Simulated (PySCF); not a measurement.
Method: PBE-D3(BJ)/def2-TZVP // B3LYP-D3(BJ)/def2-SVP (PySCF). Isolated molecules, 0 K electronic values unless said otherwise. One relaxed conformer stands for a flexible species; it need not be the lowest. Delta-SCF ions had no search for a lower state. Excitations are Tamm–Dancoff values on a coarser integration grid. The basis has no diffuse functions, so Rydberg states are missing or too high.

Reference species (SMILES): `Bc1cc(F)ccc2cccc1-2` (neutral, multiplicity 1).

The S1–T1 gap (TDA) is 0.43 eV. The HOMO–LUMO gap is 1.53 eV and the vertical ionisation energy (Delta-SCF) is 7.63 eV.

Changed species: `Bc1cc2ccccc(F)c-2c1`.

Question: Predict the effect on the S1–T1 gap (TDA), HOMO–LUMO gap and vertical ionisation energy (Delta-SCF).

Answer: the S1–T1 gap (TDA) rises by 0.02 eV, to 0.45 eV; the HOMO–LUMO gap goes up by 0.19 eV, to 1.72 eV; the vertical ionisation energy (Delta-SCF) rises by 0.04 eV, to 7.67 eV.
